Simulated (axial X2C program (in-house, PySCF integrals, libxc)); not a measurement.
# What spin–orbit coupling does to TiP

Calculated with an in-house all-electron X2C program for linear molecules (integrals from PySCF). Spin-free means the one-electron spin-free X2C Hamiltonian; two-component (2c) means X2C with spin–orbit coupling and atomic mean-field two-electron Coulomb and Gaunt terms, so the difference of the two also holds small scalar two-electron terms. Basis: Ti dyall-cv3z [10s10p6d4f2g], P dyall-v3z [8s7p2d1f] (cores contracted in-house); Gaussian nuclei, density fitting, unrestricted open shells. Masses: Ti 47.948 u, P 30.974 u.

Spin-free state: M_S = 1/2, Λ = 2 (beyond evenly filled blocks: δ+α); fragments Ti + P.

```tsv
level	Re (Å)	ωe (cm⁻¹)	De (eV)	μ (D)
PBE0	2.145	425.4	2.620	-6.40
B3LYP	2.139	453.8	2.572	-6.15
```

Dipoles are positive if P is the positive end.

**Question.** Within this multiplet, which Ω should lie lowest by the rule for regular and inverted multiplets?

**Answer.** The open δ shell holds one electron, so the multiplet is regular: Ω = Λ − 1/2 = 3/2. The PBE0 2c search agrees, though Ω = 5/2 of the search lies only 0.02 eV higher.

Two-component determinant lowest at the distance of the search:

Ω = 3/2 (⟨Sz⟩ = -0.50, ⟨Lz⟩ = 2.00 at PBE0); fragments Ti + P.

```csv
level,Re (Å),ωe (cm⁻¹),μ (D)
PBE0,2.145,425.0,-6.40
B3LYP,2.140,453.5,-6.15
```

**Question.** From the two tables, how do the constants change at the PBE0 level (2c against spin-free)?

**Answer.** At the PBE0 level Re is unchanged within 0.001 Å and ωe drops by 0.4 cm⁻¹.

Dissociation energies refer to the lowest single-determinant-based atoms at the same level and basis. De is not given where an atomic determinant may have missed its ground term or J level, or where the truncated virtual space spoils (T). Density functionals use the spin component along the axis (collinear). Without a current term, density functionals place determinants with orbital angular momentum somewhat too high. The state is one determinant with fixed occupations, lowest in a PBE0 search at one distance only: followed along the bond, the spin-free determinant M_S = 1/2, Λ = 0 reaches 0.10 eV lower at PBE0, at Re = 2.032 Å, so the state shown is not the lowest. The determinant is spin-polarised beyond a pure state at some levels (its spin-free form has ⟨S²⟩ too high), which makes Re and μ there less reliable.
